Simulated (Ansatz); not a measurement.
Cartesian coordinates in Å:
```
C 0.690 -1.612 0.052
Al -0.143 0.006 -0.628
C -0.583 1.593 0.402
F -0.517 0.051 -2.243
H 0.795 -2.381 -0.718
H 1.686 -1.399 0.453
H 0.109 -2.037 0.878
H -0.066 2.472 0.003
H -0.316 1.496 1.457
H -1.654 1.811 0.344
```

The species carries charge 0 and has multiplicity 1.

(1) List the r2SCAN/def2-TZVPP orbital energies in eV (Ansatz 0.2.0). (Estimate.)

Answers

(1) The calculation gave: Occupied: -1516.75, -664.82, -272.36, -272.35, -110.27, -70.64, -70.42, -70.33, -29.54, -17.79, -17.57, -10.97, -10.13, -10.12, -10.03, -9.92, -9.52, -9.35, -8.46, -6.89. Lowest empty: -0.67, -0.17, 1.49, 1.83, 2.78, 2.92, 3.12, 3.20.
